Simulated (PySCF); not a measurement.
AlH₂F, SMILES [AlH2][F].

The structure is a stationary point at TPSSh-D3(BJ)/def2-TZVP.

Lowest vertical singlet excitation by several levels in PySCF, with rough processor times relative to the cheapest run on one machine. Each run also gave further roots (ADC and EOM-CCSD ionised and attached states too); roots are paired by order and the bases differ. EOM-CCSD serves as a yardstick, not as the true value; all levels that ended soundly for this molecule are listed, with differences from unrounded values.

```csv
level,relative cost,S1 (eV),S1 minus EOM-CCSD (eV)
ADC(2)/aug-cc-pVDZ,1,6.29,0.20
TDDFT-B3LYP/def2-TZVPD,1,5.77,-0.32
EOM-CCSD/aug-cc-pVDZ,2,6.08,0.00
TDDFT-CAM-B3LYP/def2-TZVPD,2,5.89,-0.19
```
